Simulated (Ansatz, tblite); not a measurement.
Forces on the cluster Cu₃H₃ at its PBE-D4/def2-SVP geometry. Charge 0, multiplicity 1.

The xTB rows come from tblite. The restricted singlet is unstable towards broken spin symmetry in Hartree–Fock (as tested in another run); at PBE-D4/def2-TZVP this wasn't settled. No other spin state of charge 0 was run. Another isomer (singlet) lies 1.64 eV lower at PBE0-D4/def2-TZVP; other spin states weren't run for this one.

GFN1-xTB (tblite), largest force 0.61 eV/Å:

```xyz
6
positions Å, forces eV/Å
Cu   -1.183   -0.544    1.375    0.055    0.050   -0.120
Cu   -1.679    0.424   -0.766    0.103   -0.043    0.086
Cu    0.530    0.022   -0.113    0.403    0.017   -0.086
H     0.484   -0.632    1.381   -0.073    0.182   -0.405
H     2.019    0.085   -0.430   -0.600   -0.025    0.128
H    -0.172    0.645   -1.447    0.113   -0.180    0.397
```

GFN2-xTB (tblite), largest force 1.40 eV/Å:

```
Cu 0.038 -0.008 0.014
Cu 0.029 0.011 -0.028
Cu 1.372 0.058 -0.292
H -0.656 -0.020 0.123
H -0.135 -0.006 0.029
H -0.648 -0.035 0.155
```

PBE-D4/def2-TZVP (Ansatz), largest force 0.45 eV/Å:

```
Cu -0.168 -0.159 0.381
Cu -0.321 0.139 -0.277
Cu 0.415 0.017 -0.088
H 0.082 0.029 -0.076
H -0.117 -0.005 0.025
H 0.108 -0.021 0.036
```
